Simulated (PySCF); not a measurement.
# Dipole polarisabilities along group 11, charge +2

Calculated with PySCF 2.14 for the ground configurations, without spin-orbit coupling: coupled response for Hartree-Fock and DFT. Mean α in bohr³, C₆ of like pairs in atomic units.

| species | α UHF | α PBE | α PBE0 | C₆ UHF | C₆ PBE | C₆ PBE0 |
| --- | --- | --- | --- | --- | --- | --- |
| Cu²⁺ [Ar] 3d9 (aug-cc-pVTZ-PP with one added diffuse shell each of s, p, d, f, g type with ECP10MDF, ECP) | 2.461 | 3.167 | 2.916 | 6.487 | 8.555 | 7.821 |
| Ag²⁺ [Kr] 4d9 (aug-cc-pVTZ-PP with one added diffuse shell each of s, p, d, f, g type with ECP28MDF, ECP) | 5.475 | 6.339 | 6.041 | 27.76 | 32.83 | 31.11 |
| Au²⁺ [Xe] 4f14 5d9 (aug-cc-pVTZ-PP with one added diffuse shell each of s, p, d, f, g type with ECP60MDF, ECP) | 8.058 | 9.001 | 8.672 | 51.82 | 58.83 | 56.45 |
